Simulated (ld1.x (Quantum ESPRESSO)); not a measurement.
**What one change does to a pseudopotential (Pt (Z = 78), ultrasoft)**

ld1.x (Quantum ESPRESSO) 7.5 input, shortened:

```
&input
   title='Pt', zed=78., rel=2, dft='PBE', iswitch=3,
   config='[Xe] 4f14 5d8 6s0 6p0', rel_dist='average'
 /
 &inputp
   pseudotype=3, tm=.true., lloc=-2, rcloc=1.80,
   nlcc=.true., new_core_ps=.true., rcore=0.85,
   which_augfun='PSQ', rmatch_augfun_nc=.true.
 /
6
6S  1  0   0.00   0.00  2.30  2.45  0.0
6S  1  0   0.00   0.45  2.30  2.45  0.0
6P  2  1   0.00   0.00  1.95  2.55  0.0
6P  2  1   0.00   1.35  1.95  2.55  0.0
5D  3  2   8.00   0.00  1.55  1.75  0.0
5D  3  2   0.00  -0.25  1.55  1.75  0.0
 &test
   configts(1)='5d8 6s0 6p0'
 /
```

Open shells are filled in proportion to 2j + 1 (rel_dist='average').

All-electron outer shells of the reference configuration (PBE, scalar-relativistic, ld1.x):

| shell | level (eV) | outermost node (bohr) | outermost maximum (bohr) |
| --- | --- | --- | --- |
| 5p | -76.84 | 0.53 | 0.98 |
| 5d | -25.88 | 0.57 | 1.24 |
| 6s | -22.13 | 1.13 | 2.18 |
| 6p | -14.35 | 1.33 | 2.77 |

Change: all radii but the core radius scaled by about 0.75 (s 1.84, p 1.90, d 1.30 bohr, rcut 1.72/1.46/1.16); local potential all-electron potential smoothed inside 1.34 bohr (lloc = -2).

Cutoffs: the cutoffs (Ry, on a coarse ladder) from which the occupation-weighted sum of valence levels, in a spherical-Bessel basis at the reference potential, stays within 10 and 1 mRy of its value at 400 Ry; they do not see the model core or the augmentation charge, which bear on the density cutoff. Errors are all-electron minus pseudo energies relative to the spin-unpolarised reference configuration.

Question: What does the change do?

Answer: A bound ghost appears in p, which as a rule spoils a file; the number of tests that count goes from 7 to 4; of the 4 tests that both files solve, the error grows in 1 and shrinks in 0 by more than 15 % and 0.3 meV (median size 58.7 → 83.0 meV).

| quantity | base | changed |
| --- | --- | --- |
| cutoffs, loose and tight | 35 Ry, 55 Ry | not determined |
| bound ghosts | none | p1/2 (s, p3/2 not tested, overlap not positive) |
| tests counted (converged, no solver errors) | 7 of 7 | 4 of 7 |
| error for 5d9 6s0 6p0, meV [ΔE -19.98 eV] | -38 | -37 |
| error for 5d7 6s0 6p0, meV [ΔE 32.21 eV] | -80 | -78 |
| error for 5d10 6s0 6p0, meV [ΔE -29.23 eV] | -89 | -88 |
| error for 5d8 6s2 6p0, meV [ΔE -28.17 eV] | -19 | +2603 |
| lowest overlap eigenvalue by channel | s 0.45, p1/2 0.53, p3/2 0.55, d3/2 0.82, d5/2 0.64 | s -0.00, p1/2 0.72, p3/2 -0.07, d3/2 0.81, d5/2 0.82 |

Changed file: the overlap operator is not positive definite in a basis up to 400 Ry (lowest eigenvalue s -0.0010, p3/2 -0.07), so the file is unfit for use: the generalised eigenproblem breaks down once the basis is large enough, and its test numbers describe a broken file. Tests not counted: 5d9 6s1 6p0 (solver errors, printed error -3.6 eV); 5d8 6s1 6p0 (solver errors, printed error -4.0 eV); 5d9 6s0.5 6p0 (solver errors, printed error -958 meV). A true bound ghost makes a file unfit for plane-wave use even where its test errors are small: the radial tests pick states by their node count and pass the ghost by. Where a test does run into it, the solver fails or the error is huge.
